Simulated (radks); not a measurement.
Q: Method: scalar-relativistic Kohn-Sham, PBE, spin-polarised, spherical densities, point nucleus; open shells are filled with parallel spins first; computed with a radial shooting solver on a logarithmic mesh with Libxc functionals. Each species is in its NIST ground configuration. Rank Ga3+, As3+, Ge3+, Ti3+, Se3+, Ni3+, Br3+, K3+, Fe3+, Kr3+, Cu3+, Sc3+, Ca3+, Mn3+, V3+, Co3+, Cr3+, Zn3+ by mean radius of the outermost orbital (bohr), largest first.

A: Se3+ 1.88, Ge3+ 1.84, Br3+ 1.76, As3+ 1.74, Kr3+ 1.65, K3+ 1.30, Ti3+ 1.26, Ca3+ 1.21, V3+ 1.17, Sc3+ 1.13, Cr3+ 1.10, Mn3+ 1.03, Fe3+ 0.977, Co3+ 0.960, Ni3+ 0.909, Cu3+ 0.864, Zn3+ 0.824, Ga3+ 0.787.
